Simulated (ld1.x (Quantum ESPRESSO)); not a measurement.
# arsenic: one change to an RRKJ potential, before and after

```
Element                 : arsenic (As)
Generator               : ld1.x (Quantum ESPRESSO) 7.5
Type                    : norm-conserving RRKJ (Kleinman–Bylander form)
Functional              : Wu–Cohen
Relativity              : scalar-relativistic
Frozen core             : [Ar] 3d10
Valence charge          : 5
Reference configuration : 4s2 4p1 (charge +2)
Partial waves           : 4p (bound): rc 1.65 bohr; 4s (bound): rc 1.55 bohr
Local potential         : the s channel
Core correction         : none
rho0                    : 0.01
```

Change: wave 4s (bound): rc 1.55 bohr becomes 4s (bound): rc 1.92 bohr.

Cutoffs: the cutoffs (Ry, on a coarse ladder) from which the occupation-weighted sum of valence levels, in a spherical-Bessel basis at the reference potential, stays within 10 and 1 mRy of its value at 400 Ry; they do not see the model core or the augmentation charge, which bear on the density cutoff. Errors are all-electron minus pseudo energies relative to the spin-unpolarised reference configuration.

**Question.** Predict the effect on cutoff, ghosts and configuration errors.

**Answer.** The potential gets softer (35 Ry and 50 Ry → 30 Ry and 45 Ry); of the 7 tests that both files solve, the error grows in 6 and shrinks in 1 by more than 15 % and 0.3 meV (median size 3.4 → 4.8 meV); neither file shows a bound ghost. A larger radius leaves more room for a smooth pseudo-wave, so fewer plane waves are needed.

| quantity | base | changed |
| --- | --- | --- |
| cutoff, loose | 35 Ry | 30 Ry |
| cutoff, tight | 50 Ry | 45 Ry |
| loose cutoff by channel (10 mRy a level) | p 25 Ry, s 18 Ry | p 25 Ry, s 15 Ry |
| bound ghosts | none | none |
| error for 4s2 4p3, meV [ΔE -27.14 eV] | -3.9 | -4.8 |
| error for 4s2 4p2, meV [ΔE -17.98 eV] | +0.6 | +1.4 |
| error for 4s2 4p0, meV [ΔE 27.78 eV] | -1.1 | +4.6 |
| error for 4s1 4p4, meV [ΔE -17.69 eV] | -4.5 | +7.8 |
| error for 4s2 4p2.5, meV [ΔE -23.58 eV] | -1.3 | -0.9 |
| error for 4s0 4p5, meV [ΔE -8.02 eV] | +3.6 | +42 |
| error for 4s1 4p3, meV [ΔE -7.83 eV] | +3.4 | +14 |
